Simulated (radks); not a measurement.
The oxygen ion O2+, 6 electrons, occupied as 1s1 2s2 2p2 3s1 (not the ground configuration). Calculated with a radial shooting solver on a logarithmic mesh with Libxc functionals: non-relativistic Kohn-Sham, exchange-only LDA, spin-polarised, spherical densities, point nucleus; open shells are filled with parallel spins first.

Radial electron density D(r) = 4 pi r^2 rho(r):

r (bohr),D(r) (e/bohr),spin D(r)
0.01411,0.3677,0.322
0.01779,0.5512,0.483
0.02226,0.8031,0.703
0.02807,1.163,1.02
0.0354,1.645,1.44
0.04464,2.254,1.98
0.0563,2.972,2.62
0.07044,3.704,3.27
0.08883,4.382,3.89
0.112,4.802,4.31
0.1413,4.793,4.39
0.1782,4.298,4.05
0.2229,3.519,3.45
0.2811,2.812,2.81
0.3545,2.679,2.45
0.4471,3.283,2.46
0.5593,4.170,2.58
0.7054,4.610,2.43
0.8896,4.013,1.84
1.122,2.641,1.07
1.415,1.340,0.536
1.77,0.6976,0.411
2.232,0.5350,0.474
2.815,0.4411,0.434
3.55,0.2467,0.246
4.477,0.07862,0.0786
5.601,0.01379,0.0138
7.064,0.001042,0.00104

D(r) has 2 maxima, at r = 0.125, 0.700 bohr, and minima at 0.330 bohr, inside which lie 1.10 electrons.
